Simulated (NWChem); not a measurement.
C$_{2}$H$_{5}$BO$_{2}$; SMILES BOC(C)=O

```xyz
10

B     -0.0626    -2.0109    -0.1475
H      0.9649    -2.1163    -0.7421
H     -0.7460    -2.9366     0.1691
O     -0.5618    -0.7782     0.1828
C      0.1506     0.4026    -0.0044
C     -0.7882     1.5761    -0.0963
O      1.3502     0.4406    -0.0437
H     -0.2185     2.4958    -0.2316
H     -1.3917     1.6384     0.8157
H     -1.4822     1.4359    -0.9322
```
Atoms are numbered in this order, from 1.

Results from NWChem. Pople sets run with spherical d functions. Geometry: optimised at B3LYP/6-31G* (spherical d). Atomic charges in e: unrestrained fits to the electrostatic potential beside Mulliken populations; buried atoms are poorly determined by the fit.

For level Hartree-Fock/6-31G*:

```yaml
ESP B1: 0.64
Mulliken B1: 0.39
ESP O4: -0.56
Mulliken O4: -0.61
ESP C5: 0.93
Mulliken C5: 0.80
Mulliken C6: -0.58
Mulliken O7: -0.54
```

Estimate the same quantities for level B3LYP/def2-SVP.


- ESP B1 = 0.49
- Mulliken B1 = 0.14
- ESP O4 = -0.46
- Mulliken O4 = -0.19
- ESP C5 = 0.82
- Mulliken C5 = 0.16
- Mulliken C6 = 0.04
- Mulliken O7 = -0.18
